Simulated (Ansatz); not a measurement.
Geometry optimisation, RHF/def2-SVP in Ansatz.

input.yaml

```yaml
crystal:
  periodic: [false, false, false]
  atoms:
    - { symbol: B, position_ang: [-0.6107, 0.8998, -0.1846] }
    - { symbol: C, position_ang: [0.0534, -0.4394, -0.1118] }
    - { symbol: O, position_ang: [1.04537, -0.60849, 0.66733] }
    - { symbol: O, position_ang: [-0.49324, -1.52751, -0.89679] }
    - { symbol: H, position_ang: [-1.5788, 1.086, -0.9384] }
    - { symbol: H, position_ang: [-0.2823, 1.8648, 0.4625] }
    - { symbol: H, position_ang: [-0.03578, -2.41633, -0.87466] }
basis:
  gaussian: { orbitals: def2-SVP }
hamiltonian:
  xc: hf
relax:
  f_tol: 0.015
  max_steps: 40
```

Run as:

```bash
$ ansatz run input.yaml --threads 1 --pin off --max-ram 2048MiB --backend cpu --events-out ev --progress --plain --runs-dir out
```

Task: Where does it end, and by what steps?

Result: The run converged. After 16 steps the energy has fallen by 1.322 eV; H6 moved furthest, 0.95 Å.

| step | energy less start (eV) | largest force component (eV/Å) | accepted |
| --- | --- | --- | --- |
| 0 | 0.0000 | 7.529 | yes |
| 1 | -1.0324 | 2.150 | yes |
| 2 | -0.9831 | 1.587 | no |
| 3 | -1.1360 | 0.230 | yes |
| 4 | -1.1495 | 0.235 | yes |
| 5 | -1.1710 | 0.406 | yes |
| 6 | -1.1708 | 1.324 | no |
| 7 | -1.2010 | 0.232 | yes |
| 8 | -1.2323 | 0.455 | yes |
| 9 | -1.2736 | 0.248 | yes |
| 10 | -1.3133 | 0.197 | yes |
| 11 | -1.3139 | 0.144 | yes |
| 12 | -1.2948 | 0.630 | no |
| 13 | -1.3213 | 0.047 | yes |
| 14 | -1.2986 | 1.375 | no |
| 15 | -1.3218 | 0.066 | yes |
| 16 | -1.3219 | 0.012 | yes |

```xyz
7
Properties=species:S:1:pos:R:3
B -0.670 0.910 -0.216
C 0.111 -0.480 -0.268
O 1.294 -0.542 -0.208
O -0.658 -1.552 -0.385
H -0.880 1.496 -1.235
H -0.987 1.358 0.844
H -0.112 -2.331 -0.408
```

Time of the run: 55 s on 1 thread of Intel(R) Xeon(R) Processor @ 2.50GHz (Skylake/Cascade Lake), with other jobs on the host, peak memory 0.14 GiB.
